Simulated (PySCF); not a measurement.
C2H6MoO2, SMILES [CH3][Mo]([CH3])(=[O])=[O], multiplicity 1. The structure is a stationary point at PBE-D3(BJ)/def2-SVP. The multiplicity is an assumed one; no other spin state was optimised. The structure was generated by enumeration; whether it is a known compound was not checked. The def2 effective core potentials stand for the cores of Mo; spin–orbit coupling is left out.

Computed equilibrium geometry at PBE-D3(BJ)/def2-SVP (PySCF confirms it by a frequency run) as Cartesian coordinates in Å, and its point group:
point group C2v.
```xyz
11

Mo     0.0000     0.0000     0.0880
O      0.0000     1.3882     1.0634
O      0.0000    -1.3882     1.0634
C     -1.7545     0.0000    -1.0772
H     -1.7555     0.9104    -1.7155
H     -1.7555    -0.9104    -1.7155
H     -2.6769     0.0000    -0.4613
C      1.7545     0.0000    -1.0772
H      2.6769     0.0000    -0.4613
H      1.7555    -0.9104    -1.7155
H      1.7555     0.9104    -1.7155
```
Charge 0, spin multiplicity 1.
